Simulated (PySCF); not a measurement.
Cartesian coordinates (Å):
```xyz
6

B     -0.5354    -0.7514     0.0499
B      0.8916    -0.3737    -0.3108
B     -0.6115     0.7661     0.0244
H     -1.2158    -1.7047     0.2484
H      1.9276     0.1283    -0.5776
H     -0.4565     1.9355    -0.0457
```
Charge 0, spin multiplicity 1.

Question: Give the LUMO, total energy, HOMO, dipole moment and HOMO–LUMO gap at the level PBE0-D3(BJ)/def2-TZVP (PySCF).

Answer: 
The LUMO is -3.70 eV, the total energy is -76.1237 Ha and the HOMO is -6.99 eV. The dipole moment is 0.237 e·Å. The HOMO–LUMO gap comes out as 3.28 eV.
